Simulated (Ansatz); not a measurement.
`FC1=CC(F)(F)C(F)(F)C1(F)F` at its PBE0-D4/def2-TZVP geometry, where that method's forces vanish. Charge 0, multiplicity 1.

```xyz
13

F    -1.9955   -0.0461   -1.7407
C    -0.9715    0.0768   -0.9317
C     0.0329    0.9311   -1.0425
C     0.9746    0.7761    0.1003
F     2.2594    0.7244   -0.2940
F     0.8709    1.8016    0.9732
C     0.5455   -0.5559    0.7908
F     1.3377   -1.5500    0.3726
F     0.6050   -0.4868    2.1188
C    -0.9036   -0.8073    0.2779
F    -1.8082   -0.4414    1.2051
F    -1.1196   -2.0963   -0.0150
H     0.1725    1.6739   -1.8148
```

What forces (eV/Å) does ωB97M-V/def2-TZVPP give on these atoms in Ansatz 0.2.0? (Estimate.)

Computed: 
```
F1  -0.262 -0.040 -0.193
C2   0.340  0.165  0.105
C3  -0.136  0.012 -0.152
C4  -0.134 -0.165  0.009
F5   0.230 -0.029 -0.066
F6  -0.034  0.157  0.160
C7  -0.155  0.177 -0.156
F8   0.147 -0.190 -0.102
F9   0.002  0.024  0.261
C10  0.190  0.101 -0.018
F11 -0.143  0.081  0.162
F12 -0.026 -0.234 -0.062
H13 -0.018 -0.058  0.053
```
